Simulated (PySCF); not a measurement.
**Diatomics of Sr with the chalcogens**

CCSD(T) with triple-zeta basis sets in PySCF, for the lowest determinant that a PBE0 search found; no spin–orbit coupling. De refers to high-spin ground-configuration atoms.

| M | basis | reference, frozen orbitals | state (unpaired electrons) | Re (Å) | ωe (cm⁻¹) | De (eV) |
| --- | --- | --- | --- | --- | --- | --- |
| O | x2c-TZVPPall | RHF, 10 | singlet (closed shell) | 1.930 | 644 | 3.88 |
| S | x2c-TZVPPall | RHF, 14 | singlet (closed shell) | 2.451 | 383 | 3.14 |
| Se | def2-TZVPP | RHF, 9 | singlet (closed shell) | 2.616 | 254 | 2.66 |

The shortest bond is that of SrO (1.930 Å), the longest that of SrSe (2.616 Å). SrO is bound most strongly (3.88 eV) and SrSe least (2.66 eV).

The rows differ in basis set, which adds steps of its own.

Down a group the atoms grow and get heavier, so bonds lengthen and wavenumbers fall; this series shows no clear exception.

Correlated steps freeze the inner cores (9 to 14 orbitals); shallow outer-core shells are correlated. Where the molecule has an RHF reference, its open-shell atoms are computed with UHF. The CCSD T1 diagnostic is raised in SrO, SrS, SrSe, a sign that a single reference may not be enough there.
